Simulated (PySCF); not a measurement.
**Orbital energies and ionisation energy**

C₈H₁₄.
Atom-mapped SMILES: `[CH2:1]1[CH2:2][CH2:3][C@H:4]2[CH2:5][CH2:6][C@H:7]2[CH2:8]1` (hydrogens: H9, H10 on C1; H11, H12 on C2; H13, H14 on C3; H15 on C4; H16, H17 on C5; H18, H19 on C6; H20 on C7; H21, H22 on C8)

Structure used (PBE0-D3(BJ)/def2-SVP), in Å, numbered top down from 1:
```
atom  x, y, z in Å
C1     1.7997   -0.4587   -0.2213
C2     1.4578    0.9812   -0.5889
C3     0.4219    1.5612    0.3697
C4    -0.7843    0.6577    0.5669
C5    -1.8372    0.4358   -0.5389
C6    -1.9674   -1.0189   -0.0456
C7    -0.5699   -0.8795    0.5964
C8     0.5616   -1.3418   -0.3244
H9     2.5952   -0.8453   -0.8788
H10    2.2028   -0.4911    0.8078
H11    2.3623    1.6104   -0.5846
H12    1.0738    1.0038   -1.6249
H13    0.0928    2.5597    0.0340
H14    0.9065    1.7132    1.3507
H15   -1.3153    0.9551    1.4863
H16   -1.3940    0.4864   -1.5460
H17   -2.7340    1.0739   -0.5268
H18   -2.7573   -1.1148    0.7150
H19   -2.1033   -1.8149   -0.7947
H20   -0.4381   -1.3177    1.5997
H21    0.8054   -2.3948   -0.1083
H22    0.2174   -1.3227   -1.3739
```

Level: wB97X-D/def2-SVPD (PySCF). Frontier orbitals with their largest atomic shares (Löwdin; up to four atoms above 4 %):

| orbital | ε (eV) | main atoms |
| --- | --- | --- |
| HOMO−3 | -10.85 | C6 20 %, C5 18 %, C3 11 %, C7 9 % |
| HOMO−2 | -10.05 | C4 12 %, C8 12 %, C7 11 %, H15 8 % |
| HOMO−1 | -9.96 | C5 15 %, C7 14 %, C4 13 %, C6 13 % |
| HOMO | -9.71 | ? |
| LUMO | 2.45 | C3 8 %, C1 7 %, H15 7 %, C2 6 % |
| LUMO+1 | 2.76 | H12 12 %, H16 11 %, H20 9 %, H22 8 % |
| LUMO+2 | 2.87 | C6 18 %, H19 13 %, H18 11 %, C5 5 % |

**Question.** What vertical ionisation energy does ΔSCF give, and how far is −ε(HOMO) from it?

**Answer.** ΔSCF: 9.81 eV (947 kJ/mol; threshold wavelength 126 nm); ⟨S²⟩ of the doublet left behind is 0.753, against 0.75 for a pure doublet. −ε(HOMO) is 9.71 eV, 0.10 eV below it. In exact Kohn–Sham theory the two would be equal; wB97X-D (range-separated hybrid) comes within 0.10 eV of that here. Holes in the HOMO−1 and HOMO−2 were tried too where these lie within 1.2 eV of the HOMO; the lowest converged state counts.

**Question.** On which atoms does the HOMO lie?

**Answer.** C4 (sp3 carbon at a ring junction) 18 %, C7 (sp3 carbon at a ring junction) 18 %, C3 (ring CH2 carbon) 10 %, C8 (ring CH2 carbon) 8 %, so no atom holds as much as 40 %. The HOMO−1 lies 0.25 eV lower.

**Question.** With α = 88.5 au, estimate the like-pair dispersion coefficient by London's formula C6 = (3/4)α²I.

**Answer.** I = 0.3606 Eh, so C6 ≈ 2120 au, a rough estimate.

**Question.** Shift the occupied levels rigidly so that −ε(HOMO) equals the ΔSCF value. What binding energies result?

**Answer.** The shift is +0.10 eV: HOMO 9.81, HOMO−1 10.06, HOMO−2 10.15, HOMO−3 10.95 eV. A rigid shift is only a rough guide to the deeper ionisations.

Geometry: PBE0-D3(BJ)/def2-SVP, one conformer, isolated molecule.

The pairwise dispersion term of wB97X-D wasn't added to the energies; at a given geometry it leaves orbitals and properties as they are.
